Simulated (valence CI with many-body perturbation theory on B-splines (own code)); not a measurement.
**E1 line list for Ir⁷¹⁺**

Calculated by valence CI with perturbative core correlation (CI+MBPT): four valence electrons over a frozen Dirac-Fock core [He], radial functions for each j: 11 s, 11 p, 9 d, 7 f, 5 g, 2 h, 1 i, with the one-electron correlation potential Σ1, the two-electron term Σ2, the three-electron term Σ3, Breit, model QED; selected CI, second order for the rest (own B-spline code, finite nucleus).

No measured spectrum was set against this ion. As an estimate, large intervals hold to a few tenths of a per cent, small ones and those within an open d or f shell to about a per cent. Among the levels kept, up to 310 cm⁻¹ of a level comes from second order outside the variational space, and about a tenth of that is noise between levels of different J, which matters for small intervals.

Lines 51 to 100 of 249 in falling wavelength, among levels below 115680 × 10³ cm⁻¹, chosen from the strongest by gf and those to the six lowest levels. Wavelengths and rates use the calculated energies. Electric multipoles are in the length gauge, E1 and E2 with the static RPA response of the core. Weak lines are less certain than strong ones. Lines between different terms over intervals too small for the method are left out, as are lines whose strength nearly cancels. The highest levels of a list are the least certain.

Levels are named by their leading jj configuration (3d3/2^4 stands for four electrons in 3d with j = 3/2), which in mixed levels can hold well under half, so a name can repeat and another be missing. Letters in brackets count levels of one name in rising energy.

```tsv
λ vac (nm)	Upper	Lower	A (s⁻¹)	S (a.u.) with core polarisation	S without
2.013	(2s 2p1/2 2p3/2 3p3/2) J=2 [d]	(2s 2p1/2 2p3/2 3s) J=2 [c]	8.86e+11	1.78e-02	1.78e-02
2.010	(2s^2 2p1/2 3p3/2) J=2	(2s^2 2p1/2 3s) J=1	2.19e+12	4.39e-02	4.40e-02
2.000	(2s 2p1/2 2p3/2 3p3/2) J=1 [c]	(2s 2p1/2 2p3/2 3s) J=1 [c]	9.69e+11	1.15e-02	1.15e-02
1.995	(2s^2 2p1/2 3p3/2) J=1	(2s^2 2p1/2 3s) J=0	1.54e+12	1.81e-02	1.81e-02
1.991	(2s 2p1/2 2p3/2 3p3/2) J=2 [b]	(2s 2p1/2 2p3/2 3s) J=3	5.36e+11	1.04e-02	1.04e-02
1.988	(2s 2p1/2^2 3p3/2) J=2	(2s 2p1/2^2 3s) J=1	2.13e+12	4.14e-02	4.14e-02
1.982	(2s 2p1/2 2p3/2 3p3/2) J=2 [d]	(2s 2p1/2 2p3/2 3s) J=1 [b]	1.34e+12	2.56e-02	2.57e-02
1.976	(2s^2 2p3/2 3p3/2) J=2	(2s^2 2p3/2 3s) J=1	1.23e+12	2.35e-02	2.35e-02
1.975	(2s 2p1/2 2p3/2 3p3/2) J=1 [c]	(2s 2p1/2 2p3/2 3s) J=0	1.15e+12	1.31e-02	1.31e-02
1.955	(2s 2p1/2 2p3/2 3p3/2) J=1 [d]	(2s 2p1/2 2p3/2 3s) J=1 [b]	1.46e+12	1.62e-02	1.62e-02
1.952	(2s 2p1/2 2p3/2 3p3/2) J=2 [a]	(2s 2p1/2 2p3/2 3s) J=2 [a]	9.57e+11	1.76e-02	1.76e-02
1.949	(2s 2p1/2 2p3/2 3p3/2) J=3 [b]	(2s 2p1/2 2p3/2 3s) J=3	1.27e+12	3.25e-02	3.25e-02
1.946	(2s^2 2p3/2 3p3/2) J=2	(2s^2 2p3/2 3s) J=2	1.21e+12	2.21e-02	2.21e-02
0.9335	(2s^2 2p3/2^2) J=2	(2s 2p1/2^2 2p3/2) J=1	3.51e+10	7.04e-05	7.05e-05
0.8725	(2s^2 2p3/2^2) J=2	(2s 2p1/2^2 2p3/2) J=2	4.15e+10	6.80e-05	6.81e-05
0.6283	(2s 2p1/2 2p3/2^2) J=2 [a]	(2s^2 2p1/2 2p3/2) J=2	5.69e+10	3.49e-05	3.49e-05
0.6225	(2s 2p1/2 2p3/2^2) J=2 [a]	(2s^2 2p1/2 2p3/2) J=1	4.27e+12	2.54e-03	2.54e-03
0.6142	(2s 2p1/2 2p3/2^2) J=3	(2s^2 2p1/2 2p3/2) J=2	4.11e+12	3.29e-03	3.30e-03
0.6032	(2s 2p3/2^3) J=2	(2s^2 2p3/2^2) J=2	1.37e+13	7.43e-03	7.43e-03
0.6009	(2p1/2^2 2p3/2^2) J=2	(2s 2p1/2^2 2p3/2) J=1	1.27e+13	6.78e-03	6.79e-03
0.5999	(2p1/2 2p3/2^3) J=1	(2s 2p1/2 2p3/2^2) J=1 [a]	1.94e+13	6.20e-03	6.21e-03
0.5982	(2s 2p1/2 2p3/2 3p3/2) J=2 [c]	(2s^2 2p1/2 3p3/2) J=1	1.62e+13	8.54e-03	8.55e-03
0.5971	(2p1/2 2p3/2^3) J=2	(2s 2p1/2 2p3/2^2) J=2 [b]	2.49e+13	1.31e-02	1.31e-02
0.5971	(2s 2p1/2 2p3/2 3p3/2) J=3 [c]	(2s^2 2p1/2 3p3/2) J=2	1.64e+13	1.20e-02	1.20e-02
0.5964	(2p3/2^4) J=0	(2s 2p3/2^3) J=1	5.56e+13	5.82e-03	5.83e-03
0.5962	(2s 2p1/2 2p3/2 3d3/2) J=2 [c]	(2s^2 2p1/2 3d3/2) J=2	1.67e+13	8.71e-03	8.72e-03
0.5955	(2s 2p1/2 2p3/2 3d3/2) J=1 [d]	(2s^2 2p1/2 3d3/2) J=1	1.38e+13	4.32e-03	4.32e-03
0.5954	(2s 2p1/2 2p3/2 3d3/2) J=2 [d]	(2s^2 2p1/2 3d3/2) J=1	1.25e+13	6.54e-03	6.54e-03
0.5946	(2s 2p1/2 2p3/2 3p1/2) J=1 [b]	(2s^2 2p1/2 3p1/2) J=1	1.89e+13	5.87e-03	5.88e-03
0.5945	(2s 2p1/2 2p3/2 3s) J=1 [b]	(2s^2 2p1/2 3s) J=1	1.55e+13	4.81e-03	4.82e-03
0.5944	(2s 2p1/2 2p3/2 3d3/2) J=3 [c]	(2s^2 2p1/2 3d3/2) J=2	1.54e+13	1.12e-02	1.12e-02
0.5939	(2s 2p1/2 2p3/2 3p1/2) J=2 [c]	(2s^2 2p1/2 3p1/2) J=1	1.71e+13	8.84e-03	8.85e-03
0.5938	(2s 2p1/2 2p3/2 3p1/2) J=1 [c]	(2s^2 2p1/2 3p1/2) J=0	1.80e+13	5.59e-03	5.59e-03
0.5937	(2s 2p1/2 2p3/2 3d3/2) J=1 [c]	(2s^2 2p1/2 3d3/2) J=2	1.59e+13	4.94e-03	4.94e-03
0.5920	(2s 2p1/2 2p3/2 3p3/2) J=2 [d]	(2s^2 2p1/2 3p3/2) J=2	1.57e+13	8.06e-03	8.07e-03
0.5920	(2s 2p1/2 2p3/2 3p3/2) J=1 [c]	(2s^2 2p1/2 3p3/2) J=1	1.15e+13	3.55e-03	3.55e-03
0.5917	(2s 2p1/2 2p3/2 3s) J=2 [c]	(2s^2 2p1/2 3s) J=1	1.66e+13	8.46e-03	8.47e-03
0.5915	(2s 2p1/2 2p3/2 3s) J=1 [c]	(2s^2 2p1/2 3s) J=0	1.45e+13	4.44e-03	4.45e-03
0.5914	(2p1/2^2 2p3/2 3p1/2) J=2	(2s 2p1/2^2 3p1/2) J=1	1.30e+13	6.64e-03	6.65e-03
0.5896	(2s 2p1/2 2p3/2 3p3/2) J=1 [d]	(2s^2 2p1/2 3p3/2) J=2	1.09e+13	3.30e-03	3.31e-03
0.5892	(2p1/2^2 2p3/2 3s) J=2	(2s 2p1/2^2 3s) J=1	1.29e+13	6.49e-03	6.50e-03
0.5890	(2s 2p1/2 2p3/2^2) J=0	(2s^2 2p1/2 2p3/2) J=1	1.45e+13	1.46e-03	1.46e-03
0.5874	(2s 2p1/2 2p3/2^2) J=1 [a]	(2s^2 2p1/2 2p3/2) J=2	2.62e+12	7.88e-04	7.89e-04
0.5863	(2s 2p1/2^2 2p3/2) J=1	(2s^2 2p1/2^2) J=0	1.85e+13	5.53e-03	5.54e-03
0.5850	(2s 2p1/2 2p3/2^2) J=2 [b]	(2s^2 2p1/2 2p3/2) J=2	2.60e+13	1.28e-02	1.29e-02
0.5837	(2s 2p1/2 2p3/2^2) J=1 [b]	(2s^2 2p1/2 2p3/2) J=2	1.56e+13	4.60e-03	4.60e-03
0.5824	(2s 2p1/2 2p3/2^2) J=1 [a]	(2s^2 2p1/2 2p3/2) J=1	2.59e+13	7.57e-03	7.58e-03
0.5814	(2p1/2^2 2p3/2^2) J=0	(2s 2p1/2^2 2p3/2) J=1	2.94e+13	2.85e-03	2.85e-03
0.5800	(2s 2p1/2 2p3/2^2) J=2 [b]	(2s^2 2p1/2 2p3/2) J=1	1.99e+12	9.58e-04	9.59e-04
0.5787	(2s 2p1/2 2p3/2^2) J=1 [b]	(2s^2 2p1/2 2p3/2) J=1	4.65e+11	1.33e-04	1.34e-04
```
